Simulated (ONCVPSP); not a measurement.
Configuration tests for manganese (Mn) (ONCV)

```json
{
  "Element": "Mn",
  "Generator": "ONCVPSP 4.0.1",
  "Type": "optimised norm-conserving Vanderbilt (ONCV)",
  "Functional": "Wu-Cohen",
  "Relativity": "scalar-relativistic",
  "Frozen core": "[Ne]",
  "Valence charge": "15",
  "Reference configuration": "3s2 3p6 3d5 4s2",
  "Partial waves": "3s+4s: rc 1.25 bohr, ncon 4, nbas 9, qcut 7.3 1/bohr, 2 projectors; 3p: rc 1.30 bohr, ncon 4, nbas 9, qcut 12.7 1/bohr, 2 projectors, debl 4 Ha; 3d: rc 1.70 bohr, ncon 5, nbas 8, qcut 8.6 1/bohr, 2 projectors, debl 3.6 Ha",
  "Local potential": "polynomial inside 0.95 bohr (lpopt 4, dvloc0 6 Ha)",
  "Core correction": "Teter function, fcfact 4, rcfact 1.15"
}
```

Energies are relative to the spin-unpolarised reference configuration 3s2 3p6 3d5 4s2; without spin polarisation the order of configurations can differ from experiment.

Task: Give the all-electron excitation energy and the error of the potential for: 3s2 3p6 3d5 4s1; 3s2 3p6 3d5 4s0; 3s2 3p6 3d4 4s0; 3s1 3p6 3d5 4s2.

Result:

| valence configuration | charge | ΔE all-electron (eV) | error AE − PS (meV) |
| --- | --- | --- | --- |
| 3s2 3p6 3d5 4s1 | +1 | 8.447 | +0.6 |
| 3s2 3p6 3d5 4s0 | +2 | 23.926 | +4.5 |
| 3s2 3p6 3d4 4s0 | +3 | 56.438 | +30 |
| 3s1 3p6 3d5 4s2 | +1 | 93.315 | -329 |

Levels in the configuration 3s1 3p6 3d5 4s2:

```json
{"level": "3s", "all-electron (eV)": "-101.592", "pseudo (eV)": "-102.240"}
{"level": "3p", "all-electron (eV)": "-70.182", "pseudo (eV)": "-70.568"}
{"level": "3d", "all-electron (eV)": "-21.351", "pseudo (eV)": "-21.312"}
{"level": "4s", "all-electron (eV)": "-13.754", "pseudo (eV)": "-13.782"}
```
